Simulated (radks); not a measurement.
All-electron atom: neutral manganese in [Ar] 3d(3/2: 4, 5/2: 1) 4s2.

Calculated with a radial shooting solver on a logarithmic mesh with Libxc functionals: Dirac Kohn-Sham, PBE, spin-unpolarised, spherical densities, finite nucleus; Fermi nuclear charge, rms radius 3.7057 fm.

Energy parts (hartree):
total: -1158.32095
kinetic: 1173.17444
electron-nucleus: -2767.32450
Hartree: 487.78620
exchange-correlation: -51.95709

Orbitals (lengths in bohr, moments of r in powers of bohr):
\begin{tabular}{lrrrrr}
orbital & occ. & eigenvalue (hartree) & <r> & <r^4> & <r^2> \\ \hline
1s1/2 & 2 & -236.2282 & 0.06090 & 0.00006401 & 0.004988 \\
2s1/2 & 2 & -27.32847 & 0.2792 & 0.01487 & 0.09216 \\
2p1/2 & 2 & -23.40460 & 0.2451 & 0.01120 & 0.07399 \\
2p3/2 & 4 & -23.02132 & 0.2480 & 0.01166 & 0.07564 \\
3s1/2 & 2 & -3.15367 & 0.8515 & 1.140 & 0.8372 \\
3p1/2 & 2 & -2.03553 & 0.8983 & 1.603 & 0.9523 \\
3p3/2 & 4 & -1.98886 & 0.9074 & 1.670 & 0.9717 \\
3d3/2 & 4 & -0.25024 & 1.221 & 12.35 & 2.020 \\
3d5/2 & 1 & -0.24591 & 1.228 & 12.69 & 2.045 \\
4s1/2 & 2 & -0.18754 & 3.095 & 215.4 & 11.15 \\
\end{tabular}

The highest occupied level is 4s1/2 at -5.103 eV. The electron density at the nucleus is 1.317e+04 e/bohr^3. Summed over all electrons, <r^2> = 40.53 bohr^2, which gives a Langevin (diamagnetic) susceptibility term of -32.1 x 10^-6 cm^3/mol. The density falls to 0.001 e/bohr^3 at r = 4.54 bohr. For comparison, the ionisation energy in NIST's Atomic Spectra Database is 7.434 eV (measured). In exact Kohn-Sham theory the highest level is minus the ionisation energy, but local and semilocal functionals leave it too shallow, through self-interaction and a potential that decays too fast; potentials with the right tail come closer.

Beside tabulated values, note that spin-unpolarised runs miss the spin-polarisation part of the exchange energy of open shells.
